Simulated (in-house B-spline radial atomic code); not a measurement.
Configurations of Er, with energies counted from [Xe] 4f12 6s2. Method: scalar-relativistic (X2C) PBE0, spin-polarised, spherical fractional occupations, exact exchange averaged over the configuration, Fermi nucleus of rms radius 5.2516 fm. Calculated with a B-spline radial code for spherical atoms. Shells without spins written out take the highest spin.

Occupations are held fixed; configurations that lie above the ionisation limit could autoionise.

```
                 configuration  E - E(ref) (eV)  highest orbital  its <r> (bohr)
             [Xe] 4f12 5f1 6s1           5.0199            5f up           16.48
             [Xe] 4f11 6s2 7p1           6.4762            7p up           11.86
[Kr] 4d10 4f12 5s2 5p5 6s2 6d1            29.69            6d up           10.74
     [Kr] 4d9 4f13 5s2 5p6 6s2           164.64          6s down            4.09
 [Kr] 4d9 4f12 5s2 5p6 6s2 7s1           171.12            7s up           9.196
 [Kr] 4d9 4f12 5s2 5p6 5f1 6s2           172.56            5f up           16.39
```

(1) Order these further configurations by energy, lowest first.
A. [Kr] 4d9 4f12 5s2 5p6 5d1 6s2
B. [Xe] 4f11 5f1 6s2
C. [Kr] 4d10 4f12 5s2 5p5 5d1 6s2
D. [Kr] 4d10 4f12 5s2 5p5 6s2 6f1
E. [Xe] 4f12 5d1 6s1

(2) How far above the reference does [Kr] 4d9 4f12 5s2 5p6 6s2 6p1 lie?

Results:

(1) E (2.3952 eV), B (7.2617 eV), C (25.426 eV), D (30.623 eV), A (167.76 eV).

(2) 169.04 eV; its least bound orbital is 6p up with <r> = 4.827 bohr.
